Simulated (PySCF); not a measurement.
The complex [Mn(H2O)6]3+ (charge +3) contains Mn(III), shell d4. The structure is a PBE0-D3(BJ)/def2-SVP, IEF-PCM water geometry optimised for multiplicity 5; coordination octahedral, point group Cs, metal–donor distances 1.92–2.10 Å.

```
19

Mn    0.0000    0.0000    0.0000
O    -0.0010    0.0000    2.1020
H     0.7826    0.0000    2.6718
H    -0.7811    0.0000    2.6769
O    -0.0034    0.0000   -2.1005
H     0.7779    0.0000   -2.6741
H    -0.7864    0.0000   -2.6718
O     1.9308    0.0000    0.0008
H     2.4845    0.7992   -0.0278
H     2.4845   -0.7992   -0.0278
O    -1.9310    0.0000   -0.0014
H    -2.4851    0.7994    0.0070
H    -2.4851   -0.7994    0.0070
O    -0.0001    1.9203    0.0044
H    -0.0082    2.4685    0.8090
H    -0.0106    2.4749   -0.7955
O    -0.0001   -1.9203    0.0044
H    -0.0082   -2.4685    0.8090
H    -0.0106   -2.4749   -0.7955
```

Method (PySCF 2.14, density fitting): CASSCF(4,5) with orbitals averaged over all microstates of the shell, strongly contracted NEVPT2 on the averaged canonical orbitals; basis x2c-TZVPall on the metal, x2c-SVPall elsewhere; spin-free X2C; IEF-PCM water; spin-orbit coupling by state interaction with the mean-field operator over all roots.

**Question.** Which term lies lowest, and with what spin?

**Answer.** 5A' (from 5Eg) (S = 2, orbital degeneracy 1), with 3.0 electrons in the lower (t2g-type) set and 1.0 in the upper (eg-type) set, by NEVPT2.

**Question.** Where do the spin-allowed transitions within the shell lie?

**Answer.** By NEVPT2: 5A' (from 5Eg) at 7261 cm⁻¹ (1377 nm); 5A'' (from 5T2g) at 19301 cm⁻¹ (518 nm); 5A' (from 5T2g) at 19736 cm⁻¹ (507 nm); 5A'' (from 5T2g) at 21432 cm⁻¹ (467 nm). The strongest, at 19736 cm⁻¹, has f = 1.8e-08.

**Question.** Which is the lowest state of another spin?

**Answer.** 3A'' (from 3T1g) at 10196 cm⁻¹ by NEVPT2; CASSCF alone puts it at 14136 cm⁻¹ above the same ground state.

**Question.** Give the fitted ligand-field and repulsion parameters.

**Answer.** At CASSCF level (the NEVPT2 levels don't fit a ligand-field model well): orbital energies 0, 1165, 1692, 11312, 17589 cm⁻¹; 10Dq = 13498 cm⁻¹ (difference of the means of the two sets); B = 1114 cm⁻¹; C = 4177 cm⁻¹; B over its free-ion value at the same level 0.908; rms of the fit 137 cm⁻¹; ζ = 342 cm⁻¹ (free ion 363).

**Question.** What magnetic behaviour follows?

**Answer.** The ground multiplet follows a spin Hamiltonian with S = 2, g = 1.971, 1.994, 1.995, D = -4.13 cm⁻¹, E/|D| = 0.02 (spin-orbit part alone); the lowest levels hold 100 % of the spin-free ground state. μeff is 4.88 μB at 300 K and 4.68 μB at 10 K; the spin-only value is 4.90 μB.

NEVPT2 lifts 5A'' (from 5T2g) from 16297 to 19301 cm⁻¹; on the d shell alone it tends to overshoot states that fill the eg-type orbitals. NEVPT2 on the d shell alone tends to put d–d bands too high for such charged or covalently bound ions. Gaps between spin states lean to high spin in this active space.

The job took 23 s on one thread of Arm Neoverse V2 (shared host), with 192 basis functions and a peak of 0.81 GiB, launched as `OMP_NUM_THREADS=1 python lf_run.py task.json out`.
